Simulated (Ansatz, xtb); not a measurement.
Species: C₃Si, charge 0, multiplicity 1. SMILES: [C]1[c+]2[si-2][c+]21
Geometry from a B3LYP-D3(BJ)/def2-TZVP (Ansatz, a quantum-chemistry and plane-wave program) optimisation:
```
C
C 1 1.4301
C 2 1.4301 1 61.71
Si 1 1.8380 2 125.63 3 0.00
```

Harmonic wavenumbers from GFN2-xTB (xtb, at its own minimum), cm⁻¹: 229, 381, 611, 944, 1063, 1479.

**Question.** Give the harmonic wavenumbers at B3LYP-D3(BJ)/def2-TZVP (Ansatz, finite differences of forces, unscaled).

**Answer.** 236, 404, 681, 1017, 1043, 1410 cm⁻¹. Zero-point energy 6.9 kcal/mol.

**Question.** From these and the geometry, give the ideal-gas thermochemistry at 298.15 K and 1 atm (rigid rotor, harmonic oscillator).

**Answer.** Point group C2v, rotational symmetry number 2. Rotational constants 39.11, 6.216, 5.363 GHz. S(trans) 38.39, S(rot) 21.65, S(vib) 3.29, S(elec, spin only) 0.00, S 63.3 cal/(mol K). H(298) - H(0) 3.00 kcal/mol; G - E(el) -9.0 kcal/mol.
